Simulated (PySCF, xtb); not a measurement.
CH10FNSi3, SMILES [SiH3][Si@@H]([C@H](N)[SiH3])F.

GFN2-xTB (xtb) at its own geometry gives an orbital gap of 3.82 eV and a dipole moment of 1.96 D.

The structure is a stationary point at B3LYP-D3(BJ)/def2-SVP. The structure was generated by enumeration; whether it is a known compound was not checked. Other conformers were not sampled.

Q: What does PBE/def2-TZVP in PySCF give? (The exact figures need the calculation; the answer reports its results.)

A: gap 4.55 eV (levels -5.77 and -1.22 eV), dipole 2.51 D.
